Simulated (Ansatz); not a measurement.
```yaml
crystal:
  periodic: [true, true, true]
  atoms:
    - {symbol: O, position_ang: [-0.141576, 0.128552, 2.081362]}
    - {symbol: C, position_ang: [-0.557220, 0.349238, 0.746186]}
    - {symbol: Si, position_ang: [0.544867, -0.497084, -0.527991]}
    - {symbol: Cl, position_ang: [2.470695, 0.166300, -0.280092]}
    - {symbol: Se, position_ang: [-0.231967, -0.175859, -2.635037]}
    - {symbol: H, position_ang: [-0.210495, -0.809044, 2.278663]}
    - {symbol: H, position_ang: [-1.598237, 0.039354, 0.574787]}
    - {symbol: H, position_ang: [-0.522830, 1.429857, 0.581361]}
    - {symbol: H, position_ang: [0.545512, -1.968551, -0.333186]}
    - {symbol: H, position_ang: [-0.215549, 1.286138, -2.483051]}
basis:
  gaussian: {orbitals: 6-31G, final_grid: {core_spheres: 20, valence_spheres: 16, degree: 47}, nuclear_model: gaussian}
hamiltonian: {xc: {name: HF}}
correlation: {method: mp2}
output: {forces: true}
```

```sh
$ ansatz run in.yaml --threads 4 --pin off --events-out ev --progress --plain --max-ram 10444MiB
```

How does Ansatz answer? (Estimate.)

Ansatz gave: The input was rejected before any iteration.
```
Error: YAML parse error: error: line 2 column 3: crystal: missing field `lattice` (a structure is typed as `lattice` and `atoms`, a molecule's as `atoms` in Å alone, or read from a run's directory, `checkpoint`)
 --> <input>:2:3
1 | crystal:
2 |   periodic: [true, true, true]
3 |   atoms:
4 |     - {symbol: O, position_ang: [-0.141576, 0.128552, 2.081362]}
```
